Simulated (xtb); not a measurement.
xtb input (GFN1-xTB):

```bash
xtb mol.xyz --gfn 1 --sp --chrg -1 --uhf 0
```
mol.xyz:
```
7

C     -0.76398450    -0.64348765    -0.34542853
C      0.63138382    -0.30599936    -0.15763658
F      1.13636842     0.94468953    -0.62699763
F      1.43050014    -1.20605568    -0.82546072
F      1.06125501    -0.30098246     1.14364416
Cl    -1.81573471     0.66788390     0.42400421
H     -0.99001814    -0.59596649    -1.41035346
```

End of the output:

```
         :::::::::::::::::::::::::::::::::::::::::::::::::::::
         ::                     SUMMARY                     ::
         :::::::::::::::::::::::::::::::::::::::::::::::::::::
         :: total energy             -24.661400009141 Eh    ::
         :: gradient norm              0.017277971375 Eh/a0 ::
         :: HOMO-LUMO gap              4.470768138157 eV    ::
         ::.................................................::
         :: SCC energy               -24.718269326740 Eh    ::
         :: -> electrostatic           0.160576405949 Eh    ::
         :: repulsion energy           0.058821551139 Eh    ::
         :: dispersion energy         -0.001952233539 Eh    ::
         :: halogen bond corr.         0.000000000000 Eh    ::
         :: add. restraining           0.000000000000 Eh    ::
         :: total charge              -1.000000000000 e     ::
         :::::::::::::::::::::::::::::::::::::::::::::::::::::

           -------------------------------------------------
          |                Property Printout                |
           -------------------------------------------------

    * Orbital Energies and Occupations

         #    Occupation            Energy/Eh            Energy/eV
      -------------------------------------------------------------
         1        2.0000           -0.6887561             -18.7420
       ...           ...                  ...                  ...
         7        2.0000           -0.4280939             -11.6490
         8        2.0000           -0.4227125             -11.5026
         9        2.0000           -0.3785469             -10.3008
        10        2.0000           -0.3709370             -10.0937
        11        2.0000           -0.3616831              -9.8419
        12        2.0000           -0.3546182              -9.6497
        13        2.0000           -0.3388692              -9.2211
        14        2.0000           -0.3360431              -9.1442
        15        2.0000           -0.3203065              -8.7160
        16        2.0000           -0.3153319              -8.5806
        17        2.0000           -0.2902680              -7.8986
        18        2.0000           -0.2675343              -7.2800
        19        2.0000           -0.1736835              -4.7262 (HOMO)
Note: The following floating-point exceptions are signalling: IEEE_DENORMAL
normal termination of xtb
        20                         -0.0093858              -0.2554 (LUMO)
        21                          0.1078068               2.9336
        22                          0.1330535               3.6206
        23                          0.1649157               4.4876
        24                          0.1710249               4.6538
        25                          0.1780386               4.8447
        26                          0.1809911               4.9250
        27                          0.1929373               5.2501
        28                          0.1968443               5.3564
        29                          0.3404721               9.2647
        30                          0.4576314              12.4528
        31                          0.5636092              15.3366
      -------------------------------------------------------------
                  HL-Gap            0.1642977 Eh            4.4708 eV
             Fermi-level           -0.0915346 Eh           -2.4908 eV

  Mulliken/CM5 charges         n(s)   n(p)   n(d)
     1C    -0.27614 -0.31991   1.180  3.096  0.000
     2C     0.62613  0.67150   1.059  2.315  0.000
     3F    -0.34584 -0.36317   1.862  5.484  0.000
     4F    -0.31199 -0.33203   1.840  5.472  0.000
     5F    -0.30279 -0.32225   1.837  5.466  0.000
     6Cl   -0.37890 -0.38150   1.963  5.410  0.006
     7H    -0.01047  0.04737   1.010  0.000  0.000

Wiberg/Mayer (AO) data.
largest (>0.10) Wiberg bond orders for each atom

 ---------------------------------------------------------------------------
     #   Z sym  total        # sym  WBO       # sym  WBO       # sym  WBO
 ---------------------------------------------------------------------------
     1   6 C    3.069 --     2 C    1.099     7 H    0.996     6 Cl   0.857
     2   6 C    3.684 --     1 C    1.099     5 F    0.888     4 F    0.878
                             3 F    0.800
     3   9 F    0.951 --     2 C    0.800
     4   9 F    0.992 --     2 C    0.878
     5   9 F    1.003 --     2 C    0.888
     6  17 Cl   0.898 --     1 C    0.857
     7   1 H    1.034 --     1 C    0.996
 ---------------------------------------------------------------------------

Topologies differ in total number of bonds
Writing topology from bond orders to xtbtopo.mol

 dipole moment from electron density (au)
     X       Y       Z
   0.5800   0.2296  -0.3008  total (Debye):    1.760

           -------------------------------------------------
          | TOTAL ENERGY              -24.661400009141 Eh   |
          | GRADIENT NORM               0.017277971375 Eh/α |
          | HOMO-LUMO GAP               4.470768138157 eV   |
           -------------------------------------------------

------------------------------------------------------------------------
------------------------------------------------------------------------
 total:
 SCF:
```

It need not be the lowest isomer of its formula. Whether it binds its extra electron was not tested at this geometry.
